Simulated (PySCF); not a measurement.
Computed properties of germanium monotelluride (GeTe), SMILES [Ge]=[Te]

germanium monotelluride (GeTe), SMILES [Ge]=[Te] (connectivity only; charge and spin as stated), neutral, multiplicity 1. Geometry: r2SCAN-D4/def2-TZVP. The def2 effective core potentials stand for the cores of Te; spin–orbit coupling is left out. Other conformers were not sampled. All values are computed for the isolated molecule unless a solvent is named; none is compared with measurement here.

**Structure.** The optimised structure has C∞v symmetry. All 1 harmonic modes at r2SCAN-D4/def2-TZVP (PySCF) are real, so it is a minimum.

**Vibrations.** The strongest infrared lines (harmonic, unscaled, degenerate partners summed) lie at 332 cm⁻¹ (13 km/mol, Ge 64 %, Te 36 %). The softest mode is at 332 cm⁻¹ and the zero-point energy is 0.5 kcal/mol.

**Electronic structure.** HF/def2-TZVPD (PySCF) places the frontier levels at -8.88 and 0.05 eV, a gap of 8.93 eV, and gives a dipole moment of 1.95 D and a mean polarisability of 78.9 bohr³. PBE/def2-TZVPD (PySCF) at the same geometry gives -6.20 and -3.29 eV, so its gap is 6.02 eV narrower. An orbital gap is neither the optical nor the fundamental gap.

**Excitations.** TDA-B3LYP/def2-TZVPD (PySCF) has S1 at 2.83 eV (437 nm, f = 0.000, dark); the most intense of the 10 singlets computed lies at 6.32 eV (f = 0.41). Strengths of degenerate partners are summed. T1 (TDA) is at 2.23 eV, 0.60 eV under S1. TDA-PBE/def2-TZVPD (PySCF) puts S1 at 2.91 eV.
